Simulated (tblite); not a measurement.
A tight-binding relaxation on `C=C=C(CC=C)[Si@@H](Cl)CC`.

Computed with GFN2-xTB geometry optimisation, gas phase (tblite 0.8.0). Start geometry: from a force field or distance geometry. The input is one job of a driver script: a line of settings, then coordinates in Å.

Command:
```bash
OMP_NUM_THREADS=1 python probes_run.py task.json out
```

Input:
```
{"job": {"kind": "relax", "xc": "GFN2-xTB", "basis": "xTB"}, "charge": 0, "multiplicity": 1}
C     -0.930400    -3.386600    -0.110600
C     -0.642600    -2.151400    -0.414800
C     -0.348500    -0.921200    -0.701600
C     -1.399100     0.137100    -1.009600
C     -1.952300     0.740900     0.264500
C     -1.883100     2.044400     0.559000
Si     1.423400    -0.466900    -0.823600
Cl     1.699500    -0.075700    -2.811900
C      1.900400     1.034100     0.171400
C      1.806200     0.885600     1.688400
H     -0.846000    -4.171600    -0.851900
H     -1.308100    -3.645700     0.879100
H     -2.236800    -0.330500    -1.537600
H     -1.004300     0.908100    -1.670400
H     -2.460000     0.077100     0.948500
H     -1.399500     2.762900    -0.084300
H     -2.306900     2.426200     1.487700
H      2.312200    -1.616600    -0.481200
H      2.923800     1.316800    -0.082600
H      1.270700     1.882200    -0.128400
H      0.789000     0.654800     2.013900
H      2.107900     1.822800     2.173800
H      2.479700     0.100200     2.056500
```

Output:
```
step      E/eV     max force
  0    -815.50574    1.571
  1    -815.56969    1.172
  2    -815.59375    1.021
  3    -815.60634    0.524
  4    -815.61982    0.448
  5    -815.63402    0.285
  6    -815.64255    0.185
  7    -815.64736    0.214
  8    -815.65411    0.284
  9    -815.66058    0.223
... (184 lines left out)
194    -815.72056    0.020
195    -815.72067    0.023
196    -815.72078    0.027
197    -815.72086    0.022
198    -815.72092    0.017
199    -815.72097    0.015
200    -815.72102    0.011
201    -815.72107    0.014
202    -815.72110    0.010
203    -815.72114    0.009
```

«max force» is the largest atomic force in eV/Å.

Question: From which step on does the largest force stay under 0.1 eV/Å, and how much energy is left to gain from there?

Answer: From step 16 (0.077 eV/Å), 40.8 meV above the end.

Main results: energy lowered by 5.0 kcal/mol over 203 steps; largest atomic force 0.009 eV/Å at the end.

Question: Where do the atoms end?

Answer: 0.693 Å rms from the input after alignment:
```
atom  x, y, z in Å
C1    -0.6489   -3.2989    0.1894
C2    -0.5529   -2.0874   -0.2574
C3    -0.4337   -0.8773   -0.7174
C4    -1.6548   -0.0234   -1.0092
C5    -1.8120    1.0065    0.0661
C6    -1.5729    2.2937   -0.1018
Si7    1.2826   -0.1137   -0.9692
Cl8    1.2365    1.0294   -2.6486
C9     1.7735    1.0013    0.4964
C10    1.6934    0.2780    1.8367
H11   -0.6927   -4.1487   -0.4730
H12   -0.6926   -3.5130    1.2454
H13   -2.5428   -0.6590   -1.0450
H14   -1.5278    0.4648   -1.9769
H15   -2.1096    0.6225    1.0340
H16   -1.2665    2.6922   -1.0556
H17   -1.6787    3.0037    0.7017
H18    2.2640   -1.1801   -1.1827
H19    2.7900    1.3726    0.3522
H20    1.1255    1.8796    0.5299
H21    0.6804   -0.0715    2.0215
H22    1.9810    0.9409    2.6506
H23    2.3544   -0.5854    1.8475
```

Time: 4.8 s wall. Hardware: an Intel Xeon Platinum 8259CL at 2.50 GHz with one thread, shared host with 96 logical CPUs at a one-minute load of 48.
Labels such as C1 count atoms from 1, the log's own numbers from 0.
